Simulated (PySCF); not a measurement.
**Telling isomers of C$_{6}$H$_{7}$N$_{2}$P apart by NMR**

In vacuum, averaged over atoms made equivalent by symmetry, fast rotation or ring inversion, non-relativistic, single conformer. Geometry from GFN2-xTB; shielding tensors at PBE0/pcSseg-1 (GIAO); PySCF.

Shifts are taken against calculated references (same method and geometry level): TMS for ¹H, ¹³C. Splittings of carbon signals by F and P are missing where no couplings were computed. Where no couplings were computed, multiplicities follow the n + 1 count of equivalent neighbours, and m marks all less simple cases (inequivalent or close neighbours, rings, F or P nearby). Shifts are as computed. Against solution values, carbons near 30 ppm lie about +3 ppm off and those near 130 ppm about +5 ppm. Of 1211 compounds with measured shifts, 218 miss one by over three times the rms of a fit or turn the order of signals round; such compounds aren't used in these exercises.

(1) Tabulate the signals of `C#Cc1nn(CC)cp1`, `C#CCn1ncpc1C`, `CCn1cpc(C#N)c1`, `Cc1cpc(C#N)n1C`, `C#Cc1pcnn1CC` and their relative energies.

(2) What is the quickest way to tell CCn1cpc(C#N)c1 from Cc1cpc(C#N)n1C?

(3) What is the quickest way to tell C#Cc1nn(CC)cp1 from C#Cc1pcnn1CC?

(4) What is the quickest way to tell C#CCn1ncpc1C from Cc1cpc(C#N)n1C?

Answers

(1) 
```json
{"SMILES": "C#Cc1nn(CC)cp1", "carbon types": "2×C 2×CH 1×CH2 1×CH3", "δC": "164.0, 163.4, 92.5, 83.6, 53.5, 20.2", "δH": "8.56 (m, 1H), 4.39 (q, 2H), 3.20 (s, 1H), 1.47 (t, 3H)", "E rel. (kcal/mol)": "46.4"}
{"SMILES": "C#CCn1ncpc1C", "carbon types": "2×C 2×CH 1×CH2 1×CH3", "δC": "178.4, 165.9, 82.6, 81.9, 44.0, 17.1", "δH": "8.57 (m, 1H), 5.23 (d, 2H), 3.00 (m, 3H), 1.87 (t, 1H)", "E rel. (kcal/mol)": "51.3"}
{"SMILES": "CCn1cpc(C#N)c1", "carbon types": "2×C 2×CH 1×CH2 1×CH3", "δC": "160.5, 142.0, 122.9, 121.4, 51.1, 21.6", "δH": "7.96 (m, 1H), 7.73 (m, 1H), 4.10 (q, 2H), 1.48 (t, 3H)", "E rel. (kcal/mol)": "0.8"}
{"SMILES": "Cc1cpc(C#N)n1C", "carbon types": "3×C 1×CH 2×CH3", "δC": "146.0, 141.8, 138.5, 120.7, 36.3, 18.1", "δH": "7.26 (m, 1H), 3.91 (s, 3H), 2.48 (s, 3H)", "E rel. (kcal/mol)": "0.0"}
{"SMILES": "C#Cc1pcnn1CC", "carbon types": "2×C 2×CH 1×CH2 1×CH3", "δC": "167.2, 157.1, 103.7, 80.0, 51.3, 18.1", "δH": "8.75 (m, 1H), 4.69 (q, 2H), 3.96 (s, 1H), 1.51 (t, 3H)", "E rel. (kcal/mol)": "45.1"}
```

Energies are electronic energies at PBE0/pcSseg-1 on these geometries, without zero-point or thermal terms, each for the one conformer computed, which needn't be the lowest.

(2) Both give the same number of carbon signals, but DEPT or the intensities differ. The first has an sp3 CH2 bonded to N at 51.1 ppm, the second a substituted aromatic carbon next to a ring nitrogen (C) at 146.0 ppm. Their most deshielded carbons lie at 160.5 and 146.0 ppm. In the proton spectra the most deshielded non-exchanging signals are 7.96 (m, 1H) and 7.26 (m, 1H).

(3) Both give the same number of carbon signals, with the same numbers of each carbon type, so the positions decide. The first has a terminal alkyne carbon (CH) at 92.5 ppm, the second a terminal alkyne carbon (CH) at 103.7 ppm. Their most deshielded carbons lie at 164.0 and 167.2 ppm.

(4) Both give the same number of carbon signals, but DEPT or the intensities differ. The first has a propargylic sp3 CH2 bonded to N at 44.0 ppm, the second a nitrile carbon (C) at 120.7 ppm. Their most deshielded carbons lie at 178.4 and 146.0 ppm. In the proton spectra the most deshielded non-exchanging signals are 8.57 (m, 1H) and 7.26 (m, 1H).
